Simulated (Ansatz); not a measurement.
`N[SiH2][S][GeH3]` → `[SH][GeH3]` + `N[SiH]` at 500 K and 1 bar (silylene formation by 1,1-elimination).

Gas-phase electronic energies from Ansatz, PBE0-D4/def2-TZVP geometries. CCSD(T)/CBS is the MP2 limit (def2-TZVPP, def2-QZVPP) plus CCSD(T) − MP2 in def2-TZVPP, frozen cores. This one scheme is used for every species. For Ge outer-core shells are correlated without core-valence functions, which leaves a few kJ/mol of doubt a bond. Scalar relativity is left out up to krypton. One conformer a species, not always the lowest.

| species | CCSD(T)/CBS energy (Eh) | H − E (kJ/mol) | S (J/(mol·K)) |
| --- | --- | --- | --- |
| `N[SiH2][S][GeH3]` | -2821.95198 | 234.7 | 462.8 |
| `[SH][GeH3]` | -2476.30083 | 114.8 | 326.3 |
| `N[SiH]` | -345.56329 | 110.7 | 274.5 |

H − E and S are ideal-gas, rigid-rotor, harmonic terms from PBE0-D4/def2-TZVP, for one conformer and one mirror image of each species. 1 Eh = 2625.50 kJ/mol, R = 8.31446 J/(mol·K).

Task: By hand: ΔE, ΔH, ΔS and ΔG.

Result: ΔE = (-2476.30083) + (-345.56329) − (-2821.95198) = 0.08786 Eh = 230.7 kJ/mol. Δ(H − E) = 114.8 + 110.7 − 234.7 = -9.2, so ΔH = 221.5 kJ/mol. ΔS = 326.3 + 274.5 − 462.8 = 138.0 J/(mol·K). ΔG = 221.5 − 500 × (138.0)/1000 = 152.5 kJ/mol.

Task: By hand: the equilibrium constant, and the temperature at which ΔG would vanish if ΔH and ΔS stayed fixed.

Result: log₁₀ K = −ΔG/(RT ln 10) = -15.9. ΔG = 0 at ΔH/ΔS = 1605 K.

The number of gas molecules changes by +1, which sets the sign of ΔS. A doubt of 5 kJ/mol in ΔE shifts log₁₀ K by 0.5 here. Other conformers and mirror images would add mixing entropy, several J/(mol·K) or more a flexible species. Modes under 60 cm⁻¹, often nearly free rotors, make the harmonic entropy too high. These are equilibria of isolated gas molecules and say nothing of rates. Largest T1 diagnostic: 0.015 (customary marks: 0.02 for closed shells, 0.045 for open ones).
